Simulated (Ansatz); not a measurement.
Isolated molecules relaxed with PBE0-D4/def2-TZVP in Ansatz; ΔE leaves out vibrations. CBS: MP2 limit from def2 TZ/QZ plus the TZ coupled-cluster correction, frozen cores. DFT in def2-TZVPP. B3LYP here is the variant with VWN-RPA as its local correlation; programs differ in this. For Br outer-core shells are correlated without core-valence functions, which leaves a few kJ/mol of doubt a bond. Scalar relativity is left out up to krypton. One conformer a species, not always the lowest.

Consider the redistribution: `C[O][Al]([F])[Br]` + `[SiH3]O[SiH](Cl)Cl` → `[F][Al]([Cl])[Br]` + `CO[SiH](Cl)O[SiH3]`.

| level | ΔE (eV) |
| --- | --- |
| PBE-D4 | -0.32 |
| ωB97X-V | -0.37 |
| ωB97M-V | -0.37 |
| B2PLYP | -0.36 |
| B3LYP | -0.35 |
| MP2/def2-TZVPP | -0.35 |
| SCS-MP2/def2-QZVPP | -0.36 |
| HF/CBS(def2) | -0.46 |

Problem. What does CCSD(T)/CBS give? (Estimate.)

Solution. Computed: -0.38 eV. The listed levels differ from it by 0.06, 0.01, 0.01, 0.02, 0.03, 0.03, 0.02, -0.08 eV.

Largest T1 diagnostic among the species: 0.011.

From PBE to PBE0 (25 % exact exchange), in def2-TZVPP and without D4, ΔE moves by −0.04 eV. In def2-TZVPP, CCSD(T) changes the Hartree–Fock value by +0.08 eV (the triples alone add +0.01 eV) and MP2 by +0.10 eV.
